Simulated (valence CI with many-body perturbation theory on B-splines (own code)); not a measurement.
Ta58+ in brief

Computed by valence CI with perturbative core correlation (CI+MBPT): five valence electrons over a frozen Dirac-Fock core [Ne], a basis of 9 s, 9 p, 8 d, 6 f, 3 g, 1 h functions for each j, with the one-electron correlation potential Σ1, the two-electron term Σ2, the three-electron term Σ3, Breit, model QED; selected CI, second order for the rest, scaled by the run's own slope (own B-spline code, finite nucleus).

No measured spectrum was set against this ion. As an estimate, large intervals hold to a few tenths of a per cent, small ones and those within an open d or f shell to about a per cent. Among the levels kept, up to 1100 cm⁻¹ of a level comes from second order outside the variational space, and about a tenth of that is noise between levels of different J, which matters for small intervals.

Levels are named by their leading jj configuration (3d3/2^4 stands for four electrons in 3d with j = 3/2), which in mixed levels can hold well under half, so a name can repeat and another be missing.

Rates and lifetimes use the calculated energies. Strong lines usually hold to 10 to 20 %, long lifetimes can be off by a factor of two.

Task: What is the ground level?

Result: (3s^2 3p1/2^2 3p3/2) J=3/2, composition 48 % 3s²3p³ ²P° + 27 % 3s²3p³ ²D° + 25 % 3s²3p³ ⁴S°, g = 1.343.

Task: Among levels below 780.78 eV, which E1 lines absorb most strongly from the ground level?

Result: to (3s^2 3p1/2 3p3/2 3d3/2) J=3/2 at 2.087 nm, f = 0.349; to (3s^2 3p1/2 3p3/2 3d3/2) J=5/2 at 2.125 nm, f = 0.289; to (3s^2 3p1/2 3p3/2 3d3/2) J=1/2 at 2.089 nm, f = 0.123.

Task: What is the ionisation energy?

Result: 5908.7 eV; NIST lists 5907 ± 6 eV (theoretical).

Task: What are the static dipole polarisabilities of the lowest levels?

Result: (3s^2 3p1/2^2 3p3/2) J=3/2 0.00296 (tensor 0.00023) bohr³, of which the core gives 4.74e-05.

Task: Where does the other parity begin?

Result: At (3s^2 3p1/2^2 3d3/2) J=3/2, 225.65 eV.
